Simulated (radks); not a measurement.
Cd, configuration [Ar] 3d10 4s2 4p5 4d10 5s2 6s1 (not the ground configuration). All-electron calculation, Dirac Kohn-Sham, AM05, spin-unpolarised, spherical densities, finite nucleus; open shells fill j = l - 1/2 first; Fermi nuclear charge, rms radius 4.6087 fm. Program: a radial shooting solver on a logarithmic mesh with Libxc functionals.

Normalised radial functions P(r) = r R(r) (large component), r in bohr:

r,4p1/2,4d5/2,5p1/2
0.002728,0.0080,0.0000,0.0020
0.003757,0.0128,0.0001,0.0033
0.005173,0.0208,0.0001,0.0053
0.007124,0.0341,0.0004,0.0088
0.009811,0.0558,0.0009,0.0143
0.01351,0.0904,0.0023,0.0232
0.01861,0.1428,0.0054,0.0367
0.02562,0.2166,0.0127,0.0556
0.03529,0.3077,0.0285,0.0790
0.0486,0.3947,0.0607,0.1012
0.06692,0.4278,0.1208,0.1094
0.09216,0.3314,0.2193,0.0840
0.1269,0.0491,0.3514,0.0108
0.1734,-0.3492,0.4714,-0.0914
0.2388,-0.6401,0.4920,-0.1628
0.3288,-0.4862,0.2992,-0.1146
0.4528,0.1788,-0.1292,0.0649
0.6236,0.9291,-0.6359,0.2407
0.8588,1.1841,-0.9470,0.2212
1.183,0.8578,-0.9115,-0.0348
1.629,0.3839,-0.6378,-0.3675
2.243,0.1030,-0.3337,-0.5821
3.089,0.0148,-0.1256,-0.5809
4.254,0.0009,-0.0307,-0.4063
5.858,0.0000,-0.0043,-0.2088
8.067,0.0000,-0.0003,-0.0774
11.11,0.0000,0.0000,-0.0156
15.3,0.0000,0.0000,-0.0015
21.07,0.0000,0.0000,0.0000

4p1/2: eigenvalue -81.923 eV, 2 radial nodes at r = 0.132, 0.421 bohr, <r> = 0.930 bohr, 90 % of the charge inside 1.37 bohr. 4d5/2: eigenvalue -21.218 eV, 1 radial node at r = 0.417 bohr, <r> = 1.22 bohr, 90 % of the charge inside 1.92 bohr. 5p1/2 (empty): eigenvalue -4.939 eV, 3 radial nodes at r = 0.132, 0.410, 1.14 bohr, <r> = 3.28 bohr, 90 % of the charge inside 5.04 bohr.
